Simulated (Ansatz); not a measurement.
Basis-set extrapolation for C$_{4}$H$_{3}$F$_{7}$ (`FC(F)C(F)C(F)(F)C(F)F`) (PBE0-D4/def2-TZVP geometry, frozen core, Ansatz). Multiplicity 1, RHF reference.

```json
{"": "HF", "def2-TZVPP": "-849.648992", "def2-QZVPP": "-849.685009"}
{"": "MP2 correlation", "def2-TZVPP": "-2.371994", "def2-QZVPP": "-2.584434"}
{"": "CCSD(T) correlation", "def2-TZVPP": "-2.474643", "def2-QZVPP": "not run"}
```

Energies in hartree. Use E(X) = E(∞) + A·exp(−7.88·√X) for Hartree–Fock and E(X) = E(∞) + B·X^(−2.97) for correlation, with X = 3 and 4, and add CCSD(T) minus MP2 of the smaller set to the MP2 limit.

Problem. What is the CCSD(T) energy at the basis-set limit?

Solution. HF limit: -849.685009 + (-0.036017) × 0.13774 = -849.68997. MP2 limit: -2.584434 + (-0.212440) × 0.74074 = -2.74180. Higher-order term: -2.474643 − (-2.371994) = -0.10265. Total: -852.53442 hartree, 257.8 kcal/mol below CCSD(T)/def2-TZVPP.
